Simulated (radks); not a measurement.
Results of a calculation; reference values are marked as such.
The neodymium ion Nd+ inside a hard spherical wall (all orbitals vanish at R), configuration held at [Xe] 4f4 6s1 and not refilled when levels cross. Code: a radial shooting solver on a logarithmic mesh with Libxc functionals. Model: scalar-relativistic Kohn-Sham, PBEsol, spin-unpolarised, spherical densities, finite nucleus; Fermi nuclear charge, rms radius 4.9123 fm. Eigenvalues in eV, with the zero of energy where the potential of the charges vanishes at infinity; a dash marks a level that is unbound or too diffuse for the functional's potential to be trusted. A positive occupied level is held by the wall or, in an anion where self-interaction has pushed it up, behind a barrier. The pressure on the wall is -dE/dV.

R (bohr)  E (hartree)  kinetic (hartree)    e(5s)    e(5p)   e(6s)   e(4f)  e(5d, empty)  e(6p, empty)  pressure (GPa)
free       -9619.7323          10236.573  -46.469  -28.069  -8.198  -7.697        -7.328        -5.209               0
20         -9619.7323          10236.573  -46.469  -28.069  -8.198  -7.697        -7.328        -5.209        < 0.0001
15         -9619.7323          10236.573  -46.469  -28.069  -8.198  -7.697        -7.328        -5.208        < 0.0001
8          -9619.7264          10236.621  -46.248  -27.855  -7.924  -7.479        -7.125        -4.493           0.243
7          -9619.7146          10236.691  -45.987  -27.604  -7.480  -7.215        -6.858        -3.602           0.912
3.5        -9618.6335          10241.462  -39.121  -20.712  17.118   0.934         3.793        30.022             322
3          -9617.2414          10247.267  -33.445  -14.290  39.813   7.818        13.377        57.015            1130
2.5        -9613.4389          10261.726  -20.823    0.665  88.817  21.583        34.452        112.33            4650
1.5        -9555.7498          10446.740   132.33   176.62  536.57  124.35        244.76        583.59          188000
